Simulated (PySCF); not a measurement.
# SnF⁺: energy against distance

Set-up: basis Sn cc-pVTZ-PP with ECP28, F cc-pVTZ; scalar-relativistic core potentials; PySCF 2.14. Energies in eV from Sn⁺ + F in their ground configurations at the same level. State: ¹Σ⁺ (singlet), closed shell.

```csv
R (Å),PBE0
1.627,-3.488
1.703,-4.364
1.778,-4.831
1.835,-4.991
1.892,-5.031
1.949,-4.980
2.024,-4.812
2.119,-4.492
2.233,-4.018
2.384,-3.324
```

Task: Put a parabola through the three lowest points of the PBE0 curve and estimate Re, k and ωe (reduced mass 16.4 u; 1 eV/Å² = 0.16022 mdyn/Å; ωe = 1302.8·√(k/μ) cm⁻¹).

Result: Through R = 1.835, 1.892, 1.949 Å the second-order coefficient is 14.0 eV/Å², so Re ≈ 1.889 Å, k ≈ 4.49 mdyn/Å and ωe ≈ 681 cm⁻¹. A polynomial fit of higher order to the unrounded PBE0 energies gives Re = 1.886 Å, k = 4.59 mdyn/Å, ωe = 690 cm⁻¹; anharmonicity and rounding make the difference.

The higher-order fit for each curve: PBE0: Re = 1.886 Å, ωe = 690 cm⁻¹, De = 5.03 eV.

These are scalar-relativistic numbers at best; spin–orbit coupling would shift them, the dissociation energy most. For an ion De counts to the pair picked by the measured ionisation energies or electron affinities, which need not be the lowest pair at this level.
